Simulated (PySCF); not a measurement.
NaF, SMILES [F][Na]. Geometry: B3LYP-D3(BJ)/def2-TZVPD.

Level of theory: B3LYP-D3(BJ)/def2-TZVPD run with PySCF.

Harmonic wavenumbers (cm⁻¹): 528. Rotational constants (GHz): 12.97 (linear); symmetry number 1.

Work out the zero-point energy and the ideal-gas rigid-rotor harmonic-oscillator thermochemistry at 298.15 K and 1 atm.

ZPE = ½ Σ hcν = ½ × 528 cm⁻¹ = 3.16 kJ/mol. H − E(el) = 12.37 kJ/mol. Entropy in J/(mol K): translation 155.36, rotation 59.63, vibration 2.47, total 217.46. G − E(el) = -52.47 kJ/mol. Cp = 34.07 J/(mol K).
